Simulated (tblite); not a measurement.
Compound: C7H13NOSi.
Numbering: `[CH:1]1=[CH:2][Si@@H:3]([NH:4][CH:5]2[CH2:6][CH2:7][CH2:8]2)[O:9][CH2:10]1` (hydrogens: H11 on C1; H12 on C2; H13 on Si3; H14 on N4; H15 on C5; H16, H17 on C6; H18, H19 on C7; H20, H21 on C8; H22, H23 on C10)

Structure optimised with GFN2-xTB, isolated species.

Some entries are withheld.

```tsv
coordinate	value
C1=C2	1.326 Å
C2–Si3	1.887 Å
Si3–N4	?
N4–C5	1.428 Å
C5–C6	1.541 Å
C6–C7	1.536 Å
C7–C8	?
Si3–O9	1.640 Å
O9–C10	?
C1–C10	1.498 Å
C5–C8	1.547 Å
C1–H11	1.080 Å
C2–H12	1.076 Å
Si3–H13	1.463 Å
N4–H14	1.010 Å
C5–H15	1.090 Å
C6–H16	1.087 Å
C6–H17	1.088 Å
C7–H18	1.088 Å
C7–H19	1.088 Å
C8–H20	1.087 Å
C8–H21	1.088 Å
C10–H22	1.099 Å
C10–H23	1.097 Å
C2–C1–C10	115.3°
C1–C2–Si3	106.9°
C2–Si3–N4	123.1°
C2–Si3–O9	92.5°
N4–Si3–O9	107.0°
Si3–N4–C5	123.1°
N4–C5–C6	116.8°
N4–C5–C8	118.1°
C6–C5–C8	?
C5–C6–C7	?
C6–C7–C8	?
C5–C8–C7	89.3°
Si3–O9–C10	114.4°
C1–C10–O9	110.2°
```

Q: Estimate the withheld lengths and angles.

A: 
- Si3–N4 = 1.711 Å, drawn single (oxygen-bound silicon to silicon-bound nitrogen); 0.11 Å below the sum of covalent radii, 1.82 Å.
- C7–C8 = 1.536 Å, drawn single (both ends four-membered-ring carbon); 0.02 Å above the sum of covalent radii, 1.52 Å.
- O9–C10 = 1.398 Å, drawn single (silyl ether oxygen to sp3 carbon bound to oxygen); 0.02 Å below the sum of covalent radii, 1.42 Å.
- C6–C5–C8 = 89.2°, at the sp3 carbon bound to nitrogen, inside a 4-membered ring; the outer atoms are 2.168 Å apart.
- C5–C6–C7 = 89.5°, at the four-membered-ring carbon, inside a 4-membered ring; the outer atoms are 2.167 Å apart.
- C6–C7–C8 = 89.8°, at the four-membered-ring carbon, inside a 4-membered ring; the outer atoms are 2.168 Å apart.

Radii are Cordero's, carbon taken as 0.76, 0.73 or 0.69 Å for four, three, and two or fewer neighbours.

Its GFN2-xTB frequencies are all real (lowest 34 cm⁻¹). One conformer, not necessarily the lowest (C2–Si3–N4–C5 -82°, Si3–N4–C5–C6 -163°, C1–C2–Si3–N4 -117°, N4–C5–C6–C7 -133°, C5–C6–C7–C8 11°, C6–C7–C8–C5 -11°). 3 starts were optimised and ended at 0.00, 1.30 and 1.44 kcal/mol (GFN2-xTB); the lowest of these is shown.

Time: 2.4 s wall. Hardware: an Arm Neoverse N1 with one thread, no GPU, shared host. This is the geometry optimisation.

The numbers are calculated, not measured.
